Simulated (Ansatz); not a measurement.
Reaction (redistribution): `[Br][GaH][Br]` + `[OH][In]([SH])[Cl]` → `[Cl][Ga]([Br])[Br]` + `[OH][InH][SH]`

Isolated molecules relaxed with PBE0-D4/def2-TZVP in Ansatz; ΔE leaves out vibrations. CCSD(T)/CBS is the MP2 limit (def2-TZVPP, def2-QZVPP) plus CCSD(T) − MP2 in def2-TZVPP, frozen cores. Functionals use def2-TZVPP. B3LYP here is the variant with VWN-RPA as its local correlation; programs differ in this. def2 core potentials past Kr. For Br, Ga, In outer-core shells are correlated without core-valence functions, which leaves a few kJ/mol of doubt a bond. Scalar relativity is left out up to krypton. One conformer a species, not always the lowest.

`[Br][GaH][Br]`:

Cartesian coordinates in Å:
```
Br -1.740 -0.464 -1.205
Ga 0.176 0.070 -0.104
Br 0.126 -0.176 2.157
H 1.438 0.570 -0.848
```

`[OH][In]([SH])[Cl]`:

```xyz
6

O    -1.279    1.214    1.023
In   -0.013    0.074    0.041
S    -0.597   -2.040   -0.807
Cl    2.126    0.939   -0.242
H    -0.871    2.039    1.301
H     0.634   -2.226   -1.315
```

`[Cl][Ga]([Br])[Br]`:

Cartesian coordinates in Å:
```
Cl 1.289 -0.446 1.657
Ga 0.017 -0.006 0.022
Br 0.006 -1.365 -1.781
Br -1.312 1.817 0.102
```

`[OH][InH][SH]`:

```xyz
6

O     1.153    0.364    0.914
In   -0.645   -0.120    0.227
S    -0.499   -0.351   -2.124
H     1.189    0.477    1.867
H    -2.010   -0.317    1.226
H     0.812   -0.053   -2.111
```

(1) Is it downhill or uphill in electronic energy at CCSD(T)/CBS, and by how much? (Best estimate.)

(2) What do these levels give: PBE-D4, r2SCAN-D4, PBE0-D4, ωB97X-V, r2SCAN, PBE0, B3LYP, MP2/def2-TZVPP, SCS-MP2/def2-TZVPP, CCSD(T)/def2-TZVPP, SCS-MP2/def2-QZVPP, CCSD/CBS(def2)? (Best estimate.)

Largest T1 diagnostic among the species: 0.016.

Results:

(1) Ansatz gave: Uphill: ΔE = +0.08 eV.

(2) Computed: PBE-D4 0.05, r2SCAN-D4 0.05, PBE0-D4 0.05, ωB97X-V 0.06, r2SCAN 0.05, PBE0 0.06, B3LYP 0.09, MP2/def2-TZVPP 0.02, SCS-MP2/def2-TZVPP 0.04, CCSD(T)/def2-TZVPP 0.02, SCS-MP2/def2-QZVPP 0.07, CCSD/CBS(def2) 0.08 eV.

In def2-TZVPP, CCSD(T) changes the Hartree–Fock value by −0.08 eV (the triples alone add −0.00 eV) and MP2 by −0.08 eV.
